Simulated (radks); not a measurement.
The numbers below are computed, except where a source is named.
Removal energies from the chlorine ion Cl5+, [Ne] 3s2, by Delta-SCF beside the eigenvalue of the level emptied. Level of theory: scalar-relativistic Kohn-Sham, BLYP, spin-polarised, spherical densities, finite nucleus; Fermi nuclear charge, rms radius of each element as measured or else 0.836 A^(1/3) + 0.57 fm (a radial shooting solver on a logarithmic mesh with Libxc functionals). Open shells are filled with parallel spins first.

removed from  final configuration  Delta-SCF (eV)  -eigenvalue (eV)
3s                       [Ne] 3s1          96.967            89.437
2p               [He] 2s2 2p5 3s2          300.38            276.44
2s               [He] 2s1 2p6 3s2          358.63            336.82
1s                1s1 2s2 2p6 3s2          2926.8            2841.5
